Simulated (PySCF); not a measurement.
# What a mistake does to a calculation on AlB3H5 cation

All numbers below are calculated, not measured. The program is PySCF 2.14.0, an open-source quantum chemistry code, run on an isolated molecule that a program drew, which may never have been made. The molecule is AlB3H5 cation (charge +1, singlet), drawn as the SMILES string `BB[BH][AlH+]`.

Each row is a Hartree-Fock (HF) and frozen-core CCSD(T) single point in the cc-pV(D+d)Z basis, meant for a local HF minimum. Run 1 is clean. Each other run has one planted mistake out of seven kinds, and not every kind appears here: one electron removed, one electron added, multiplicity raised by two, geometry at a saddle point, minimal basis STO-3G, one bond length entered in bohr, all coordinates scaled. The reference is restricted for singlets and unrestricted otherwise, and also for a bond in bohr. Adding or removing an electron swaps singlet and doublet. Electrons count all cores. HOMO and LUMO are orbital energies over both spins, the gradient is its largest component, and the lowest frequency (negative if imaginary) is given only where the gradient is small. Bond lengths are over the 8 bonds as drawn. T1 is the CCSD diagnostic: over 0.02 (restricted) or 0.045 (unrestricted) a single reference is doubtful.

Geometry of the clean run:
```xyz
9
AlB3H5 cation, angstrom
B    -0.7170    0.4340   -1.6694
B    -1.1861    0.6497   -0.0651
B    -0.9041   -0.3336    1.2460
Al    0.8304   -0.0411    2.5045
H    -1.4513   -0.1058   -2.4449
H     0.3439    0.8362   -2.0586
H    -1.7892    1.6645    0.1911
H    -1.6090   -1.2206    1.6277
H     2.0719    0.1702    3.4136
```

```
run  electrons  basis functions  <S^2>  HOMO (eV)  LUMO (eV)  gradient (hartree/bohr)  lowest frequency (cm^-1)  mean bond (Å)  longest bond (Å)      T1  HF (hartree)  CCSD(T) (hartree)                     mistake
  1         32               90  0.000     -15.33      -5.23                  2.8e-05                        92         1.4830             2.163  0.0192    -318.54193         -318.88591                    no fault
  2         31               90  0.778     -21.21     -12.41                  8.4e-02                         -         1.4830             2.163  0.0316    -318.03244         -318.34966        one electron removed
  3         32               90  0.000     -15.42      -5.26                  8.9e-03                         -         1.4593             2.128  0.0194    -318.54030         -318.88378      all coordinates scaled
  4         32               90  2.037     -12.68      -7.20                  4.3e-02                         -         1.4830             2.163  0.0411    -318.44225         -318.78321  multiplicity raised by two
  5         32               29  0.000     -13.95      -0.45                  2.8e-02                         -         1.4830             2.163  0.0135    -314.80359         -314.97596                           ?
```

**Which mistake was planted in run 5, and what did it cost?**

It has 29 basis functions where the clean run has 90, with the same electrons and geometry. So the mistake is: minimal basis STO-3G. Subtracting run 1 and multiplying by 627.51 kcal/mol a hartree, the energy moved by 2345.8 kcal/mol in HF and 2453.5 kcal/mol in CCSD(T).

